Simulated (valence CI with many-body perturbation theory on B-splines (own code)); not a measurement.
**Pb LXXVI: calculated level list**

Computed by valence CI with perturbative core correlation (CI+MBPT): five valence electrons over a frozen Dirac-Fock core [He], radial functions for each j: 9 s, 9 p, 8 d, 6 f, 3 g, 1 h, with the one-electron correlation potential Σ1, the two-electron term Σ2, the three-electron term Σ3, Breit, model QED; selected CI, second order for the rest, scaled by the run's own slope (own B-spline code, finite nucleus).

No measured spectrum was set against this ion. As an estimate, large intervals hold to a few tenths of a per cent, small ones and those within an open d or f shell to about a per cent. Among the levels kept, up to 3500 cm⁻¹ of a level comes from second order outside the variational space, and about a tenth of that is noise between levels of different J, which matters for small intervals.

Levels 1 to 45 of 50, with energies above the lowest level, (2s^2 2p1/2^2 2p3/2) J=3/2. "Leading %" is the weight of the configuration and term that name the level; weights of strongly mixed levels are sums over their largest components and can fall short, so below about 35 % the name and the second component can differ from the true leading terms, or belong to a minority configuration. In the jj column 3d3/2^4 stands for four electrons in 3d with j = 3/2.

```csv
No.,Configuration,Term,J,E (eV),Leading %,g,Second component,Leading jj
1,2s2 2p3,2P°,3/2,0,49,1.299,27 % 2s2 2p3 2D°,2s^2 2p1/2^2 2p3/2 (100 %)
2,2s2 2p3,4S°,3/2,2253,56,1.426,44 % 2s2 2p3 2D°,2s^2 2p1/2 2p3/2^2 (100 %)
3,2s2 2p3,2D°,5/2,2276,100,1.152,,2s^2 2p1/2 2p3/2^2 (100 %)
4,2s2 2p3,2P°,1/2,2339,100,0.602,,2s^2 2p1/2 2p3/2^2 (100 %)
5,2s 2p4,4P,5/2,2663,69,1.429,31 % 2s 2p4 2D,2s 2p1/2^2 2p3/2^2 (100 %)
6,2s 2p4,2S,1/2,2786,65,1.969,24 % 2s 2p4 4P,2s 2p1/2^2 2p3/2^2 (100 %)
7,2s 2p4,2P,3/2,2788,53,1.160,34 % 2s 2p4 2D,2s 2p1/2^2 2p3/2^2 (100 %)
8,2s2 2p3,2P°,3/2,4599,51,1.280,28 % 2s2 2p3 2D°,2s^2 2p3/2^3 (99 %)
9,2s 2p4,4P,3/2,4950,86,1.582,10 % 2s 2p4 2D,2s 2p1/2 2p3/2^3 (100 %)
10,2s 2p4,2D,5/2,4993,69,1.274,31 % 2s 2p4 4P,2s 2p1/2 2p3/2^3 (100 %)
11,2s 2p4,2P,1/2,5072,65,1.327,35 % 2s 2p4 4P,2s 2p1/2 2p3/2^3 (100 %)
12,2s 2p4,2D,3/2,5079,56,0.991,43 % 2s 2p4 2P,2s 2p1/2 2p3/2^3 (100 %)
13,2p5,2P°,3/2,5531,99,1.290,,2p1/2^2 2p3/2^3 (99 %)
14,2s 2p4,4P,1/2,7348,41,1.888,34 % 2s 2p4 2S,2s 2p3/2^4 (100 %)
15,2p5,2P°,1/2,7819,100,0.602,,2p1/2 2p3/2^4 (100 %)
16,2s2 2p2 3s,4P,1/2,10811,45,1.982,32 % 2s2 2p2 3s 2S,2s^2 2p1/2^2 3s (100 %)
17,2s2 2p2 3p,2P°,1/2,10935,47,0.639,38 % 2s2 2p2 3p 4D°,2s^2 2p1/2^2 3p1/2 (100 %)
18,2s2 2p2 3p,2P°,3/2,11616,36,1.316,19 % 2s2 2p2 3p 4D°,2s^2 2p1/2^2 3p3/2 (100 %)
19,2s2 2p2 3d,2D,3/2,11718,43,0.779,32 % 2s2 2p2 3d 4F,2s^2 2p1/2^2 3d3/2 (100 %)
20,2s2 2p2 3d,2D,5/2,11897,37,1.183,18 % 2s2 2p2 3d 4D,2s^2 2p1/2^2 3d5/2 (100 %)
21,2s2 2p2 3s,4P,3/2,13086,88,1.645,10 % 2s2 2p2 3s 2P,2s^2 2p1/2 2p3/2 3s (100 %)
22,2s2 2p2 3s,2P,1/2,13097,67,1.286,33 % 2s2 2p2 3s 4P,2s^2 2p1/2 2p3/2 3s (100 %)
23,2s2 2p2 3s,2D,5/2,13105,66,1.293,34 % 2s2 2p2 3s 4P,2s^2 2p1/2 2p3/2 3s (100 %)
24,2s2 2p2 3s,2D,3/2,13113,64,0.938,35 % 2s2 2p2 3s 2P,2s^2 2p1/2 2p3/2 3s (100 %)
25,2s2 2p2 3p,4P°,1/2,13208,49,1.725,28 % 2s2 2p2 3p 4D°,2s^2 2p1/2 2p3/2 3p1/2 (100 %)
26,2s2 2p2 3p,4D°,3/2,13214,55,1.115,23 % 2s2 2p2 3p 2D°,2s^2 2p1/2 2p3/2 3p1/2 (100 %)
27,2s2 2p2 3p,2F°,5/2,13227,50,1.029,30 % 2s2 2p2 3p 2D°,2s^2 2p1/2 2p3/2 3p1/2 (100 %)
28,2s2 2p2 3p,2P°,3/2,13279,43,1.291,24 % 2s2 2p2 3p 2D°,2s^2 2p1/2 2p3/2 3p1/2 (99 %)
29,2s 2p3 3s,4P°,5/2,13449,49,1.573,25 % 2s 2p3 3s 6S°,2s 2p1/2^2 2p3/2 3s (99 %)
30,2s 2p3 3s,2P°,3/2,13483,36,1.405,23 % 2s 2p3 3s 4S°,2s 2p1/2^2 2p3/2 3s (99 %)
31,2s 2p3 3s,2P°,1/2,13560,43,0.822,30 % 2s 2p3 3s 4D°,2s 2p1/2^2 2p3/2 3s (99 %)
32,2s 2p3 3s,2P°,3/2,13571,39,1.364,20 % 2s 2p3 3s 4S°,2s 2p1/2^2 2p3/2 3s (99 %)
33,2s 2p3 3p,4P,3/2,13584,30,1.638,20 % 2s 2p3 3p 6P,2s 2p1/2^2 2p3/2 3p1/2 (100 %)
34,2s 2p3 3p,2D,5/2,13584,27,1.309,19 % 2s 2p3 3p 4D,2s 2p1/2^2 2p3/2 3p1/2 (100 %)
35,2s 2p3 3p,2P,1/2,13684,36,1.258,19 % 2s 2p3 3p 4P,2s 2p1/2^2 2p3/2 3p1/2 (100 %)
36,2s 2p3 3p,2D,3/2,13686,36,0.955,21 % 2s 2p3 3p 4F,2s 2p1/2^2 2p3/2 3p1/2 (100 %)
37,2s2 2p2 3p,4D°,5/2,13879,52,1.400,34 % 2s2 2p2 3p 4P°,2s^2 2p1/2 2p3/2 3p3/2 (100 %)
38,2s2 2p2 3p,2P°,1/2,13884,37,1.548,30 % 2s2 2p2 3p 4P°,2s^2 2p1/2 2p3/2 3p3/2 (100 %)
39,2s2 2p2 3p,2D°,3/2,13889,53,1.106,19 % 2s2 2p2 3p 4P°,2s^2 2p1/2 2p3/2 3p3/2 (100 %)
40,2s2 2p2 3p,2F°,7/2,13895,66,1.205,34 % 2s2 2p2 3p 4D°,2s^2 2p1/2 2p3/2 3p3/2 (100 %)
41,2s2 2p2 3p,4S°,3/2,13920,33,1.409,28 % 2s2 2p2 3p 2P°,2s^2 2p1/2 2p3/2 3p3/2 (100 %)
42,2s2 2p2 3p,2D°,5/2,13928,67,1.164,15 % 2s2 2p2 3p 2F°,2s^2 2p1/2 2p3/2 3p3/2 (100 %)
43,2s2 2p2 3p,2P°,1/2,13956,87,0.611,8 % 2s2 2p2 3p 4D°,2s^2 2p1/2 2p3/2 3p3/2 (100 %)
44,2s2 2p2 3d,4F,3/2,13997,43,0.916,26 % 2s2 2p2 3d 2P,2s^2 2p1/2 2p3/2 3d3/2 (100 %)
45,2s2 2p2 3d,4F,5/2,13997,52,0.946,39 % 2s2 2p2 3d 2F,2s^2 2p1/2 2p3/2 3d3/2 (100 %)
```

The ionisation energy to 2s2 2p2 3P_0 of the next ion comes out as 20756 eV (NIST: 20750 ± 100 eV (theoretical)). All 50 levels together are meant to be complete up to 14102 eV.
